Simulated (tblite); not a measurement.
C4H10Ge2OSi.
Structure used (GFN2-xTB), in Å, numbered top down from 1:
```xyz
18
C4H10Ge2OSi angstrom
Ge     3.680    0.727    0.195
Ge     1.695   -0.595    0.286
Si     0.272   -0.497   -1.581
C     -1.422   -0.180   -0.861
C     -2.692   -0.068   -1.358
C     -3.542    0.174   -0.257
C     -2.731    0.194    0.838
O     -1.459   -0.018    0.485
H      3.507    2.155    0.631
H      4.259    0.852   -1.188
H      4.832    0.233    1.023
H      1.054   -0.300    1.619
H      2.175   -2.015    0.517
H      0.253   -1.751   -2.343
H      0.625    0.593   -2.498
H     -2.975   -0.152   -2.388
H     -4.604    0.312   -0.276
H     -2.938    0.341    1.880
```

All values are computed: GFN2-xTB (tblite) harmonic vibrations without scaling, gas phase. Against measured fundamentals such values can be off by several per cent, at times by over 20. Modes of hydrogen on germanium and silicon can be 10 to 20 % off. One conformer, not necessarily the lowest. The optimisation stopped once no atom felt more than 0.01 eV/Å.

Lowest wavenumbers of the output (negative numbers stand for imaginary wavenumbers):
```
mode    cm-1
  1     -20.2
  2      17.4
  3      26.6
  4      63.0
  5      76.1
  6     151.2
  7     202.7
  8     254.8
```

**Question.** Is this structure a minimum?

**Answer.** Not by this Hessian. 1 mode is imaginary beyond 20i (20i cm⁻¹), so at this level the point lies at or near a first-order saddle. The curvature is small, so loose convergence or finite differences may be the whole cause.

**Question.** Which atoms move in the imaginary mode?

**Answer.** 20i: Ge2 (germanium bonded to Ge, Si and 2 H) 30 %, Ge1 (germanium bonded to Ge and 3 H) 28 %, C7 (aromatic CH next to a ring oxygen) 10 %. These are shares of the mass-weighted motion.

**Question.** What is the remedy?

**Answer.** Step along that mode in both directions, optimise again with tighter thresholds and repeat the frequencies. The zero-point energy of this point (69.8 kcal/mol) counts the 47 real modes alone, and thermal corrections from it aren't those of a minimum.
